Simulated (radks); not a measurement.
Values are calculated unless marked as measured or tabulated.
Spin polarisation of the 4d8 shell in Rh+. Start: [Kr] 4d(up 4, down 4); electrons of 4d are moved from spin down to spin up, other shells keep equal spins. Level of theory: non-relativistic Kohn-Sham, r2SCAN, spin-polarised, spherical densities, point nucleus; meta-GGA in the generalised Kohn-Sham scheme (a radial shooting solver on a logarithmic mesh with Libxc functionals).

moment (Bohr magnetons)  E - E(0) (eV)  e(4d up) (eV)  e(4d down) (eV)  4p down minus up (eV)
0                                0.000        -13.818          -13.818                  0.000
0.5                             -0.055        -14.031          -13.593                  0.459
1                               -0.219        -14.234          -13.358                  0.919
1.5                             -0.493        -14.426          -13.111                  1.379
2                               -0.877        -14.608          -12.852                  1.839

At moment 2 the spin-polarisation energy is -0.877 eV and the 4d exchange splitting 1.755 eV, that is 0.878 eV per Bohr magneton; E = -I m^2/4 would give I = 0.877 eV.
